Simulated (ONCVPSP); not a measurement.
# What the settings do to the ONCV potential of Ce

Base potential:

```
Element                 : Ce
Generator               : ONCVPSP 4.0.1
Type                    : optimised norm-conserving Vanderbilt (ONCV)
Functional              : LDA (Perdew-Zunger)
Relativity              : scalar-relativistic
Frozen core             : [Kr] 4d10
Valence charge          : 12
Reference configuration : 4f1 5s2 5p6 5d1 6s2
Partial waves           : 5s+6s: rc 2.30 bohr, ncon 4, nbas 8, qcut 3.9 1/bohr, 2 projectors; 5p: rc 2.25 bohr, ncon 3, nbas 7, qcut 5.6 1/bohr, 1 projector; 5d: rc 4.00 bohr, ncon 3, nbas 8, qcut 4.1 1/bohr, 2 projectors, debl 2 Ha; 4f: rc 1.55 bohr, ncon 4, nbas 8, qcut 10.5 1/bohr, 2 projectors, debl 2.3 Ha
Local potential         : polynomial inside 1.40 bohr (lpopt 5, dvloc0 6 Ha)
Core correction         : none
```

All-electron outer shells of the reference configuration (LDA (Perdew-Zunger), scalar-relativistic, ld1.x):

```
shell  level (eV)  outermost node (bohr)  outermost maximum (bohr)
   4d     -110.44                   0.31                      0.66
   5s      -40.72                   0.75                      1.37
   5p      -23.30                   0.81                      1.53
   4f       -5.61                      –                      0.71
   6s       -3.89                   1.81                      3.68
   5d       -3.18                   0.92                      2.18
```

Cutoffs, loose and tight: the cutoffs (Ha) at which the residual kinetic energy of the hardest occupied pseudo-wave falls to 1 and 0.1 mHa per electron. They do not see the model core or the augmentation charge, which bear on the density cutoff. Test errors are all-electron minus pseudo excitation energies from the reference, over the configurations 4f1 5s2 5p6 5d1 6s1; 4f1 5s2 5p6 5d1 6s0; 4f1 5s2 5p6 5d0 6s0; 4f1 5s2 5p6 5d1 6s0 6p2. A dash means not determined; rows that change the core or the reference have their own tests.

```json
{"change": "base", "outcome": "generated", "cutoff, loose": "48 Ha", "cutoff, tight": "53 Ha", "bound ghosts": "none", "GHOST(+) flags above zero": "s", "largest test error (meV)": "+102"}
{"change": "f: qcut 6.8", "outcome": "generated", "cutoff, loose": "119 Ha", "cutoff, tight": "176 Ha", "bound ghosts": "none", "GHOST(+) flags above zero": "s", "largest test error (meV)": "+102"}
{"change": "f: qcut 9.4", "outcome": "generated", "cutoff, loose": "44 Ha", "cutoff, tight": "107 Ha", "bound ghosts": "none", "GHOST(+) flags above zero": "s", "largest test error (meV)": "+102"}
{"change": "f: qcut 10.8", "outcome": "generated", "cutoff, loose": "50 Ha", "cutoff, tight": "55 Ha", "bound ghosts": "none", "GHOST(+) flags above zero": "s", "largest test error (meV)": "+102"}
{"change": "f: qcut 12.7", "outcome": "generated", "cutoff, loose": "60 Ha", "cutoff, tight": "67 Ha", "bound ghosts": "none", "GHOST(+) flags above zero": "s", "largest test error (meV)": "+102"}
{"change": "f: qcut 13.9", "outcome": "generated", "cutoff, loose": "65 Ha", "cutoff, tight": "73 Ha", "bound ghosts": "none", "GHOST(+) flags above zero": "s", "largest test error (meV)": "+102"}
{"change": "f: qcut 15.7", "outcome": "generated", "cutoff, loose": "84 Ha", "cutoff, tight": "94 Ha", "bound ghosts": "none", "GHOST(+) flags above zero": "s", "largest test error (meV)": "+102"}
```

**Question.** What comes out with this change to the base: f: qcut 8?

**Answer.** outcome: generated; cutoff, loose: 108 Ha; cutoff, tight: 139 Ha; bound ghosts: none; GHOST(+) flags above zero: s; largest test error (meV): +102.

Reading the sweep of the qcut of the f channel (base included, trends over the rows without a ghost): The loose cutoff is not monotonic: lowest 44 Ha at 9.4 1/bohr, highest 119 Ha at 6.8 1/bohr. The median size of the test errors (rows with all tests solved) stays near 29.8 meV.
